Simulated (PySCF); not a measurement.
Fractional electron number in Lu (lutetium, neutral)

The 5d alpha orbital of [Xe] 4f14 5d1 6s2 is emptied in steps (occupation f), with all orbitals relaxed, ending at [Xe] 4f14 6s2. Calculation: PySCF 2.14, in def2-TZVP with the def2 core potential (28 electrons) (10s8p5d4f1g, 96 functions); a scalar-relativistic core potential. The exact energy is a straight line in f; departures are measured from the line between the end points of the same method.

| f | BHandHLYP (eV) | wB97X (eV) | TPSS (eV) |
| --- | --- | --- | --- |
| 1 | 0.000 | 0.000 | 0.000 |
| 0.75 | -0.278 | -0.062 | -0.652 |
| 0.5 | -0.377 | -0.093 | -0.889 |
| 0.25 | -0.287 | -0.077 | -0.679 |
| 0 | 0.000 | 0.000 | 0.000 |

Question: For wB97X, how does the orbital energy at f = 1 compare with the removal energy?

Answer: −ε = 4.896 eV against a total-energy difference of 5.191 eV. By Janak's theorem ε = ∂E/∂f, so the gap between them reflects the curvature. Along the path −ε is 4.996 (f = 0.75), 5.151 (f = 0.5), 5.366 (f = 0.25) eV.

| method | E(f=0) − E(f=1) (eV) | −ε at f=1 (eV) | −ε at f=0.5 (eV) |
| --- | --- | --- | --- |
| BHandHLYP | 5.265 | 3.811 | 5.241 |
| wB97X | 5.191 | 4.896 | 5.151 |
| TPSS | 5.697 | 2.295 | 5.626 |

Reference removal energy between the ground levels: 5.426 eV (measured; NIST Atomic Spectra Database, ionization energies). The calculation has no spin-orbit coupling.
